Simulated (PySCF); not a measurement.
Ga(Me)(SeH)2 (CH5GaSe2), SMILES [CH3][Ga]([SeH])[SeH]. Atoms are numbered in the order given.

```xyz
9

Ga     0.6226     0.0002     0.0000
C      2.5774    -0.0112     0.0000
H      2.9514    -0.5417     0.8899
H      2.9514    -0.5417    -0.8899
H      2.9867     1.0097     0.0000
Se    -0.6613    -1.9235     0.0000
H      0.5085    -2.8086     0.0000
Se    -0.5823     1.9721     0.0000
H     -1.8800     1.2902     0.0000
```
Charge 0, spin multiplicity 1.

The structure is a stationary point at ωB97X-D3(BJ)/def2-SVP. Other conformers were not sampled.

Level of theory: ωB97X-D3(BJ)/def2-SVP in PySCF.

Frequencies are harmonic and unscaled.

| mode | ν (cm⁻¹) | IR (km/mol) | moving atoms (share of kinetic energy) |
|---|---|---|---|
| 1 | 19 | 0.0 | H 99 % |
| 2 | 76 | 3.1 | Se 69 %, Ga 23 % |
| 3 | 119 | 3.4 | C 52 %, H 29 %, Se 14 % |
| 4 | 128 | 2.5 | Ga 53 %, C 21 %, H 17 %, Se 10 % |
| 5 | 215 | 14.3 | H 99 % |
| 6 | 266 | 7.9 | Se 63 %, Ga 27 % |
| 7 | 270 | 0.1 | H 98 % |
| 8 | 335 | 46.3 | Ga 61 %, Se 38 % |
| 9 | 597 | 24.0 | C 53 %, H 31 %, Ga 15 % |
| 10 | 615 | 6.8 | H 88 %, C 8 % |
| 11 | 649 | 1.9 | H 93 % |
| 12 | 713 | 15.2 | H 81 %, C 17 % |
| 13 | 759 | 61.0 | H 80 %, C 18 % |
| 14 | 1245 | 7.2 | H 80 %, C 20 % |
| 15 | 1438 | 0.8 | H 96 % |
| 16 | 1442 | 5.3 | H 95 % |
| 17 | 2496 | 12.5 | H 99 % |
| 18 | 2502 | 11.2 | H 99 % |
| 19 | 3072 | 3.4 | H 97 % |
| 20 | 3174 | 2.1 | H 91 %, C 9 % |
| 21 | 3188 | 1.9 | H 90 %, C 10 % |
